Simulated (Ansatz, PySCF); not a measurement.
Isomers of CH5BFN: 1 is CB(N)F, 2 is N(C)BF; one conformer of each (the lowest of an xTB search), B3LYP-D3(BJ)/def2-TZVP minima.
Isomer 1 (charge 0, multiplicity 1):
```xyz
9

C     -1.148    -0.330    -0.008
B      0.172     0.517    -0.042
N      1.461    -0.019     0.050
F      0.076     1.860    -0.171
H     -1.727    -0.168    -0.921
H     -1.785    -0.006     0.820
H     -0.976    -1.403     0.098
H      2.288     0.553     0.025
H      1.638    -1.003     0.149
```
Isomer 2 (charge 0, multiplicity 1):
| atom | x (Å) | y (Å) | z (Å) |
|---|---|---|---|
| C | -1.1505 | -0.1419 | 0.0798 |
| N | 0.1629 | 0.4746 | 0.1330 |
| B | 1.3694 | -0.1334 | -0.1910 |
| F | 2.5095 | 0.5745 | -0.0900 |
| H | -1.8110 | 0.3806 | -0.6169 |
| H | -1.0478 | -1.1717 | -0.2585 |
| H | -1.6286 | -0.1530 | 1.0627 |
| H | 0.1711 | 1.4374 | 0.4378 |
| H | 1.4250 | -1.2671 | -0.5569 |

No zero-point or thermal terms.

Rows in 6-31G* carry no dispersion term and start afresh at each structure (6-31G* with six Cartesian d functions).

Run with Ansatz (Gaussian orbitals); PySCF for 6-31G* rows, the dispersion terms. Values without a source in brackets are computed.

**Question.** Give the electronic energy of isomer 2 less that of isomer 1 at the level r2SCAN-D4/def2-TZVPP.

**Answer.** 20.4 kcal/mol

**Question.** What electronic energy of isomer 2 less that of isomer 1 does HF/6-31G* give?

**Answer.** 15.4 kcal/mol

**Question.** What electronic energy of isomer 2 less that of isomer 1 does BLYP/def2-TZVPP give?

**Answer.** 18.1 kcal/mol

Ansatz is a quantum-chemistry and plane-wave program.
